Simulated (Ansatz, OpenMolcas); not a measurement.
**The same job for Ansatz**

OpenMolcas 26.06 runs this on C2H6BFO (SMILES COB(C)F):

job.input:
```
&gateway
 baslib=$CurrDir
 coord
 11
 angstrom
 C       -1.364400       0.711100       0.538500
 O       -0.241000       1.227800      -0.135300
 B        0.818600       0.482700      -0.508900
 C        0.993200      -1.057900      -0.270600
 F        1.779200       1.165200      -1.136000
 H       -1.458500       1.207100       1.506900
 H       -2.259100       0.924300      -0.050000
 H       -1.294000      -0.367700       0.698100
 H        0.947600      -1.307000       0.794000
 H        1.947400      -1.412800      -0.660100
 H        0.196300      -1.629800      -0.756000
 basis=def2-SVP
 group=NoSym

&seward
 gridinput
 Grid=UltraFine
 End of Grid

&scf
 ksdft=PBE
 thresholds=1e-10 1e-07 1e-07 1e-05
 prorbitals=1 1

&alaska
```

```bash
$ export MOLCAS_MEM=1860
$ pymolcas job.input > job.log
```

(Basis files named in the input come from the Basis Set Exchange and aren't shown.)

The coordinates come from a PBE0-D4/def2-TZVP relaxation. This is one conformer, not always the lowest.

It gives a total energy of -279.309797 Eh.

Task: Translate the job to Ansatz 0.2.0 as an input file of the program's own, asking for the energy.

Result: For example:

job.yaml:
```yaml
crystal:
  periodic: [false, false, false]
  atoms:
    - {symbol: C, position_ang: [-1.364400, 0.711100, 0.538500]}
    - {symbol: O, position_ang: [-0.241000, 1.227800, -0.135300]}
    - {symbol: B, position_ang: [0.818600, 0.482700, -0.508900]}
    - {symbol: C, position_ang: [0.993200, -1.057900, -0.270600]}
    - {symbol: F, position_ang: [1.779200, 1.165200, -1.136000]}
    - {symbol: H, position_ang: [-1.458500, 1.207100, 1.506900]}
    - {symbol: H, position_ang: [-2.259100, 0.924300, -0.050000]}
    - {symbol: H, position_ang: [-1.294000, -0.367700, 0.698100]}
    - {symbol: H, position_ang: [0.947600, -1.307000, 0.794000]}
    - {symbol: H, position_ang: [1.947400, -1.412800, -0.660100]}
    - {symbol: H, position_ang: [0.196300, -1.629800, -0.756000]}
basis:
  gaussian:
    orbitals: def2-SVP
accuracy: high
hamiltonian:
  xc: {name: PBE}
output: {orbitals: {seedname: orbitals}}
```

```bash
$ ansatz run job.yaml --threads 1 --pin off --max-ram 3480MiB --events-out events.jsonl --progress --plain --runs-dir runs
```

Its energy is -279.309797 Eh, the same as the first but for the last digit, at most.
